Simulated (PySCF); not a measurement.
C3H9FOSi3.
Cartesian coordinates in Å at the GFN2-xTB level; atoms count from 1:
```
atom  x, y, z in Å
C1     2.259    0.186   -1.326
O2     1.125   -0.531   -0.906
C3     0.230    0.138   -0.145
C4    -0.870   -0.470    0.371
Si5   -1.249   -2.286    0.102
Si6   -1.739    0.946    1.282
F7    -1.787    0.751    2.895
Si8    0.153    1.968    0.423
H9     2.813   -0.473   -1.993
H10    2.892    0.458   -0.476
H11    1.977    1.097   -1.864
H12   -2.473   -2.614    0.842
H13   -1.461   -2.537   -1.328
H14   -0.139   -3.110    0.589
H15   -3.150    1.191    1.010
H16    1.326    2.378    1.211
H17    0.087    2.920   -0.697
```

Method used: TDDFT PBE0/def2-SVPD, vertical, gas phase, core orbitals frozen in the response (PySCF 2.14.0, density-fitted response routines).

Frontier orbitals with the atoms that hold most of them (Löwdin shares over 4%, at most four atoms; ? is withheld):

| orbital | ε (eV) | atoms |
| --- | --- | --- |
| LUMO+2 | -0.02 | Si8 35%, Si6 16%, H17 12%, C4 6% |
| LUMO+1 | -0.49 | Si8 30%, Si6 27%, H16 10%, H15 9% |
| LUMO | ? | C3 29%, C4 26%, Si5 10%, O2 9% |
| HOMO | -7.31 | ? |
| HOMO-1 | -7.83 | ? |
| HOMO-2 | -8.40 | Si8 21%, C3 21%, O2 17%, Si6 11% |
| HOMO-3 | -9.36 | Si5 26%, H12 24%, C4 11%, Si6 8% |

Which atoms hold the HOMO, and with what shares?

C4 (bonded to C and 2 Si) 31%; O2 (bonded to 2 C) 22%; C3 (bonded to C, O and Si) 17%; Si5 (bonded to C and 3 H) 5%. By element: carbon 49% or more, oxygen 22%, silicon 5% or more.

Give the leading atoms of the HOMO-1.

C4 (bonded to C and 2 Si) 24%; Si8 (bonded to C, Si and 2 H) 22%; Si6 (bonded to C, F, Si and H) 21%; Si5 (bonded to C and 3 H) 10%. By element: silicon 52%, carbon 24% or more.

What is the LUMO energy, and the HOMO–LUMO gap?

ε(LUMO) = -0.94 eV; the gap is 6.37 eV (0.2340 hartree).

How does S1 compare with the orbital gap of 6.37 eV?

S1 is at 5.41 eV (f = 0.0093), 0.96 eV below the gap, made of HOMO-1→LUMO (83%), HOMO→LUMO (14%). Its leading pair isn't HOMO and LUMO; the energies of that pair differ by 6.89 eV. 

Give energy, strength and leading configuration of S1, S2, S3 and S4, and follow the Löwdin shares of the leading atoms from the occupied to the empty orbital.

- S1 (5.41 eV, f 0.0093), HOMO-1→LUMO (83%): C4 24% → 26%, Si8 22% → at most 10%, C3 at most 10% → 29%
- S2 (5.59 eV, f 0.116), HOMO→LUMO (72%): C4 31% → 26%, O2 22% → 9%, C3 17% → 29%
- S3 (5.71 eV, f 0.031), HOMO→LUMO+1 (94%): C4 31% → at most 10%, O2 22% → at most 10%, Si8 at most 5% → 30%, Si6 at most 5% → 27%
- S4 (5.94 eV, f 0.013), HOMO-2→LUMO (81%): Si8 21% → at most 10%, C3 21% → 29%, C4 at most 12% → 26%

One conformer stands for the species.
